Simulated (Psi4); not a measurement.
C3H8N (SMILES [CH2-]N(C)C), charge -1, singlet, at a GFN2-xTB geometry (a gas-phase anion, which may not be bound at this level); MP2/pcseg-2 (Psi4 1.11).

Input for Psi4:
```
memory 2 GB

molecule mol {
-1 1
N     0.001546    0.029851    0.378522
C    -0.002249    1.469584   -0.201896
C     1.174442   -0.652834   -0.084420
C    -1.173850   -0.655085   -0.074649
H     0.883755    1.937223    0.347793
H    -0.884542    1.935528    0.355151
H     1.246424   -0.719139   -1.194192
H     1.205142   -1.682705    0.312765
H     2.059148   -0.119681    0.269251
H    -1.254938   -0.721537   -1.183784
H    -2.056603   -0.123626    0.286377
H    -1.199269   -1.685009    0.322770
}

set {
  basis pcseg-2
  reference rhf
  freeze_core true
}

energy('mp2')
print_variables()
```

The log (banner, timings and long lists left out):

```
    SCF Algorithm Type (re)set to DF.

   => Loading Basis Set <=

    Name: PCSEG-2
    Role: ORBITAL
    Keyword: BASIS

         ---------------------------------------------------------
                                   SCF
               by Justin Turney, Rob Parrish, Andy Simmonett
                          and Daniel G. A. Smith
                              RHF Reference
         ---------------------------------------------------------

  ==> Geometry <==

    Molecular point group: c1
    Full point group: C1

    Geometry (in Angstrom), charge = -1, multiplicity = 1:

       Center              X                  Y                   Z               Mass
    ------------   -----------------  -----------------  -----------------  -----------------
         N            0.001530933562     0.009704597043     0.370234207016    14.003074004430
         C           -0.002264066438     1.449437597043    -0.210183792984    12.000000000000
         C            1.174426933562    -0.672980402957    -0.092707792984    12.000000000000
         C           -1.173865066438    -0.675231402957    -0.082936792984    12.000000000000
         H            0.883739933562     1.917076597043     0.339505207016     1.007825032230
         H           -0.884557066438     1.915381597043     0.346863207016     1.007825032230
         H            1.246408933562    -0.739285402957    -1.202479792984     1.007825032230
         H            1.205126933562    -1.702851402957     0.304477207016     1.007825032230
         H            2.059132933562    -0.139827402957     0.260963207016     1.007825032230
         H           -1.254953066438    -0.741683402957    -1.192071792984     1.007825032230
         H           -2.056618066438    -0.143772402957     0.278089207016     1.007825032230
         H           -1.199284066438    -1.705155402957     0.314482207016     1.007825032230

  Running in c1 symmetry.

  Rotational constants: A =      0.30448  B =      0.29774  C =      0.16894 [cm^-1]
  Rotational constants: A =   9128.04568  B =   8926.01522  C =   5064.72284 [MHz]
  Nuclear repulsion =  129.168345280632735

  Charge       = -1
  Multiplicity = 1
  Electrons    = 34
  Nalpha       = 17
  Nbeta        = 17

  ==> Algorithm <==

  SCF Algorithm Type is DF.
  DIIS enabled.
  MOM disabled.
  Fractional occupation disabled.
  Guess Type is SAD.
  Energy threshold   = 1.00e-08
  Density threshold  = 1.00e-08
  Integral threshold = 1.00e-12

  ==> Primary Basis <==

  Basis Set: PCSEG-2
    Blend: PCSEG-2
    Number of shells: 88
    Number of basis functions: 232
    Number of Cartesian functions: 260
    Spherical Harmonics?: true
    Max angular momentum: 3

   => Loading Basis Set <=

    Name: (PCSEG-2 AUX)
    Role: JKFIT
    Keyword: DF_BASIS_SCF

  ==> Integral Setup <==

  SCF_SUBTYPE=INCORE selected. In-core MEM_DF algorithm will be used.
  Using in-core AOs.

  ==> MemDFJK: Density-Fitted J/K Matrices <==

    J tasked:                   Yes
    K tasked:                   Yes
    wK tasked:                   No
    Algorithm:                 Core
    Schwarz Cutoff:           1E-12
    Mask sparsity (%):       2.3075
    Fitting Condition:        1E-10

   => Auxiliary Basis Set <=

  Basis Set: (PCSEG-2 AUX)
    Blend: DEF2-UNIVERSAL-JKFIT
    Number of shells: 148
    Number of basis functions: 446
    Number of Cartesian functions: 520
    Spherical Harmonics?: true
    Max angular momentum: 4

  Minimum eigenvalue in the overlap matrix is 7.7521722463E-04.
  Reciprocal condition number of the overlap matrix is 7.6622345463E-05.
    Using symmetric orthogonalization.

  ==> Pre-Iterations <==

  SCF Guess: Superposition of Atomic Densities via on-the-fly atomic UHF (no occupation information).

   -------------------------
    Irrep   Nso     Nmo
   -------------------------
     A        232     232
   -------------------------
    Total     232     232
   -------------------------

  ==> Iterations <==

[...]
  Energy and wave function converged.

  ==> Post-Iterations <==

    Orbital Energies [Eh]
    ---------------------

    Doubly Occupied:

[...]
    Virtual:

[...]
    Final Occupation by Irrep:
              A
    DOCC [    17 ]
    NA   [    17 ]
    NB   [    17 ]

  @DF-RHF Final Energy:  -172.63211785790227

   => Energetics <=

    Nuclear Repulsion Energy =            129.1683452806327352
    One-Electron Energy =                -495.3503228146631727
    Two-Electron Energy =                 193.5498596761281931
    Total Energy =                       -172.6321178579022728

Computation Completed

Properties will be evaluated at   0.000000,   0.000000,   0.000000 [a0]

Properties computed using the SCF density matrix

 Multipole Moments:

 ------------------------------------------------------------------------------------
     Multipole            Electronic (a.u.)      Nuclear  (a.u.)        Total (a.u.)
 ------------------------------------------------------------------------------------

 L = 1.  Multiply by 2.5417464519 to convert [e a0] to [Debye]
 Dipole X            :          0.0054168           -0.0009452            0.0044716
 Dipole Y            :         -0.6550283           -1.2563472           -1.9113755
 Dipole Z            :          1.1510321           -0.5168442            0.6341879
 Magnitude           :                                                    2.0138447

 ------------------------------------------------------------------------------------

  //>>>>>>>>>>>>>>>>>>>>>>>>>>>>>>>>>>>//
  //               DFMP2               //
  //<<<<<<<<<<<<<<<<<<<<<<<<<<<<<<<<<<<//

   => Loading Basis Set <=

    Name: (PCSEG-2 AUX)
    Role: RIFIT
    Keyword: DF_BASIS_MP2

	 --------------------------------------------------------
	                          DF-MP2
	      2nd-Order Density-Fitted Moller-Plesset Theory

	        Rob Parrish, Justin Turney, Andy Simmonett,
	           Ed Hohenstein, and C. David Sherrill
	 --------------------------------------------------------

   => Auxiliary Basis Set <=

  Basis Set: (PCSEG-2 AUX)
    Blend: DEF2-TZVPP-RI
    Number of shells: 168
    Number of basis functions: 544
    Number of Cartesian functions: 660
    Spherical Harmonics?: true
    Max angular momentum: 4

	 --------------------------------------------------------
	                 NBF =   232, NAUX =   544
	 --------------------------------------------------------
	   CLASS    FOCC     OCC    AOCC    AVIR     VIR    FVIR
	   PAIRS       4      17      13     215     215       0
	 --------------------------------------------------------

	-----------------------------------------------------------
	 ==================> DF-MP2 Energies <====================
	-----------------------------------------------------------
	 Reference Energy          =    -172.6321178579022728 [Eh]
	 Singles Energy            =      -0.0000000000000000 [Eh]
	 Same-Spin Energy          =      -0.1739162184364851 [Eh]
	 Opposite-Spin Energy      =      -0.5888153948467854 [Eh]
	 Correlation Energy        =      -0.7627316132832704 [Eh]
	 Total Energy              =    -173.3948494711855517 [Eh]
	-----------------------------------------------------------
	 ================> DF-SCS-MP2 Energies <==================
	-----------------------------------------------------------
	 SCS Same-Spin Scale       =       0.3333333333333333 [-]
	 SCS Opposite-Spin Scale   =       1.2000000000000000 [-]
	 SCS Same-Spin Energy      =      -0.0579720728121617 [Eh]
	 SCS Opposite-Spin Energy  =      -0.7065784738161424 [Eh]
	 SCS Correlation Energy    =      -0.7645505466283040 [Eh]
	 SCS Total Energy          =    -173.3966684045305726 [Eh]
	-----------------------------------------------------------

  Variable Map:
  ----------------------------------------------------------------------------
[...]
  Array Variable Map:
  ----------------------------------------------------------------------------
[...]
[...]
```
